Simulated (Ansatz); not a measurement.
Gas-phase electronic energies from Ansatz, PBE0-D4/def2-TZVP geometries. CCSD(T)/CBS is the MP2 limit (def2-TZVPP, def2-QZVPP) plus CCSD(T) − MP2 in def2-TZVPP, frozen cores. This one scheme is used for every species. Functionals use def2-TZVPP. B3LYP here is the variant with VWN-RPA as its local correlation; programs differ in this. HSE06 is defined as in plane-wave codes. One conformer a species, not always the lowest.

Consider the formal hydrolysis of the Si–B bond: `B[SiH]([SiH3])Cl` + H₂O → `O[SiH]([SiH3])Cl` + BH₃.

| level | ΔE (kJ/mol) | difference from CCSD(T)/CBS |
| --- | --- | --- |
| LDA (SPW92) | -88.0 | 16.7 |
| revPBE-D4 | -86.1 | 18.6 |
| BLYP-D4 | -103.2 | 1.5 |
| r2SCAN-D4 | -102.3 | 2.4 |
| PBE0-D4 | -92.7 | 12.0 |
| B3LYP-D4 | -107.8 | -3.1 |
| r2SCANh-D4 | -103.4 | 1.3 |
| r2SCAN0-D4 | -105.1 | -0.4 |
| HSE06-D4 | -92.4 | 12.3 |
| BHLYP-D4 | -116.9 | -12.2 |
| CAM-B3LYP-D4 | -115.4 | -10.7 |
| ωB97X-V | -108.7 | -4.0 |
| ωB97M-V | -111.0 | -6.3 |
| B2PLYP | -113.7 | -9.0 |
| PBE-QIDH | -104.9 | -0.2 |
| PBE | -87.2 | 17.5 |
| revPBE | -86.6 | 18.1 |
| BLYP | -105.6 | -0.9 |
| r2SCAN | -102.8 | 1.9 |
| PBE0 | -94.1 | 10.6 |
| B3LYP | -110.2 | -5.5 |
| r2SCANh | -104.0 | 0.7 |
| r2SCAN0 | -105.7 | -1.0 |
| HSE06 | -93.8 | 10.9 |
| BHLYP | -119.8 | -15.1 |
| CAM-B3LYP | -117.1 | -12.4 |
| RPA@PBE/def2-TZVPP | -108.0 | -3.3 |
| HF/def2-SVP | -119.0 | -14.3 |
| MP2/def2-SVP | -108.5 | -3.8 |
| CCSD/def2-SVP | -101.6 | 3.1 |
| CCSD(T)/def2-SVP | -99.9 | 4.8 |
| HF/def2-TZVPP | -131.7 | -27.0 |
| MP2/def2-TZVPP | -114.2 | -9.5 |
| SCS-MP2/def2-TZVPP | -118.1 | -13.4 |
| HF/def2-QZVPP | -132.5 | -27.8 |
| MP2/def2-QZVPP | -113.4 | -8.7 |
| SCS-MP2/def2-QZVPP | -117.3 | -12.6 |
| HF/CBS(def2) | -132.6 | -27.9 |
| MP2/CBS(def2) | -112.3 | -7.6 |
| CCSD/CBS(def2) | -107.4 | -2.7 |
| CCSD(T)/CBS | -104.7 | 0 |

Question: What do rigid-rotor, harmonic-oscillator terms from PBE0-D4/def2-TZVP frequencies (298.15 K, 1 bar) make of the CCSD(T)/CBS value? (Best estimate.)

Answer: Ansatz gave: ΔZPE = -2.5 kJ/mol, ΔH = -109.0 kJ/mol, ΔS = -14 J/(mol·K), ΔG = -104.8 kJ/mol.

Largest T1 diagnostic among the species: 0.012.

In def2-TZVPP, CCSD(T) changes the Hartree–Fock value by +25.0 kJ/mol (the triples alone add +2.7 kJ/mol) and MP2 by +17.4 kJ/mol. From PBE to PBE0 (25 % exact exchange), in def2-TZVPP and without D4, ΔE moves by −6.9 kJ/mol. Leaving LDA and LC-ωPBE aside and taking each functional with its dispersion term where it has one, the values, not all of them listed here, spread over 31.2 kJ/mol, from BHLYP-D4 to PBE-D4.
